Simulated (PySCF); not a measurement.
Mg(Br)(OMe) (CH3BrMgO), SMILES C[O][Mg][Br]. Atoms are numbered in the order given.

```xyz
7

Mg     0.0000     0.0000    -0.6023
Br     0.0000     0.0000     1.7530
O      0.0000     0.0000    -2.3767
C      0.0000     0.0000    -3.7614
H     -0.8965     0.5176    -4.1817
H      0.8965     0.5176    -4.1817
H      0.0000    -1.0352    -4.1817
```

The structure is a stationary point at PBE-D3(BJ)/def2-SVP. The structure was generated by enumeration; whether it is a known compound was not checked. Other conformers were not sampled.

These are PySCF with TDDFT-B3LYP/def2-SVPD values and carry that method's errors.

Vertical excitations; the highest root listed may be one member of a degenerate set.  State labels are in the subgroup Cs.

Task: Give excitation energies, oscillator strengths and character. (Estimate from the structure and the level; the computed values follow.)

Result: 
```json
[
 {"state": "S1", "symmetry": "A'", "energy (eV)": "4.38", "λ (nm)": "283", "f": "0.009", "main pairs": "HOMO−1→LUMO (degenerate set)"},
 {"state": "S2", "symmetry": "A\"", "energy (eV)": "4.38", "λ (nm)": "283", "f": "0.009", "main pairs": "HOMO→LUMO (degenerate set)"},
 {"state": "S3", "symmetry": "A'", "energy (eV)": "5.20", "λ (nm)": "239", "f": "0.047", "main pairs": "HOMO−2→LUMO (degenerate set)"},
 {"state": "S4", "symmetry": "A\"", "energy (eV)": "5.20", "λ (nm)": "239", "f": "0.047", "main pairs": "HOMO−3→LUMO (degenerate set)"},
 {"state": "S5", "symmetry": "A'", "energy (eV)": "5.92", "λ (nm)": "209", "f": "0.001", "main pairs": "HOMO−1→LUMO+2, HOMO→LUMO+1 (degenerate set)"},
 {"state": "S6", "symmetry": "A\"", "energy (eV)": "5.92", "λ (nm)": "209", "f": "0.001", "main pairs": "HOMO−1→LUMO+1, HOMO→LUMO+2 (degenerate set)"},
 {"state": "S7", "symmetry": "A\"", "energy (eV)": "5.93", "λ (nm)": "209", "f": "0.000", "main pairs": "HOMO→LUMO+2 50 %, HOMO−1→LUMO+1 49 %"},
 {"state": "S8", "symmetry": "A'", "energy (eV)": "6.37", "λ (nm)": "195", "f": "0.092", "main pairs": "HOMO→LUMO+1 45 %, HOMO−1→LUMO+2 45 %, HOMO−4→LUMO 7 %"},
 {"state": "S9", "symmetry": "A'", "energy (eV)": "6.59", "λ (nm)": "188", "f": "0.155", "main pairs": "HOMO−4→LUMO 66 %, HOMO−3→LUMO+1 13 %, HOMO−2→LUMO+2 13 %"},
 {"state": "S10", "symmetry": "A'", "energy (eV)": "6.66", "λ (nm)": "186", "f": "0.004", "main pairs": "HOMO−1→LUMO+3 94 %"},
 {"state": "T1", "symmetry": "A'", "energy (eV)": "4.18", "λ (nm)": "296", "f": "0", "main pairs": "HOMO−1→LUMO (degenerate set)"},
 {"state": "T2", "symmetry": "A\"", "energy (eV)": "4.18", "λ (nm)": "296", "f": "0", "main pairs": "HOMO→LUMO (degenerate set)"},
 {"state": "T3", "symmetry": "A'", "energy (eV)": "4.95", "λ (nm)": "250", "f": "0", "main pairs": "HOMO−2→LUMO (degenerate set)"},
 {"state": "T4", "symmetry": "A\"", "energy (eV)": "4.95", "λ (nm)": "250", "f": "0", "main pairs": "HOMO−3→LUMO (degenerate set)"}
]
```
Triplets are in the Tamm–Dancoff approximation, which puts them higher than full response would, so one can lie above its singlet here.
